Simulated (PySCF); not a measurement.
An unknown shows these calculated signals:

1H NMR (300 MHz, computed): δ 7.64 (m, 1H), 7.61 (m, 1H), 7.54 (m, 1H), 1.41 (m, 3H), 0.19 (br s, 2H).

13C{1H} NMR (computed): δ 151.3 (CH), 148.4 (CH), 135.8 (C), 116.5 (CH), 27.1 (CH3).

[PySCF 2.14.0 with density-fitted response routines: shielding tensors at PBE0/pcSseg-1 (GIAO); GFN2-xTB structure; one averaged value for each set of equivalent atoms; one computed conformer; no solvent model; no relativistic terms]

Scale: TMS for 1H and 13C (reference shieldings calculated alike).

Which of these does the molecule contain: an NH or NH2 group, a Si–CH3 group, a heteroaromatic ring, a (CH3)2CH unit, a nitrile?

Answers


- An NH or NH2 group: yes (δH 0.19 (br s)).
- A Si–CH3 group: no.
- A heteroaromatic ring: yes.
- A (CH3)2CH unit: no.
- A nitrile: no.

The data belong to `CP(N)c1ccoc1`, C5H8NOP; they needn't prove each group on their own.

Carbon signals by region: 4 in the sp2 and nitrile region (100–160 ppm), 1 below 50 ppm.

Exchangeable OH/NH protons stand at their gas-phase positions; hydrogen bonding in a real sample shifts them, mostly to higher δ. Splittings by 31P in the carbon and heteronuclear signals aren't shown, as no couplings were computed. Shifts are as computed. Against solution values, carbons near 30 ppm lie about +3 ppm off and those near 130 ppm about +5 ppm. Of 1211 compounds with measured shifts, 218 miss one by over three times the rms of a fit or turn the order of signals round; such compounds aren't used in these exercises. No couplings were computed; multiplicities are counted from neighbouring protons, with m where these are inequivalent, close in shift, in a saturated or five-membered ring or joined by F or P, and br s for small geminal =CH2 splittings.
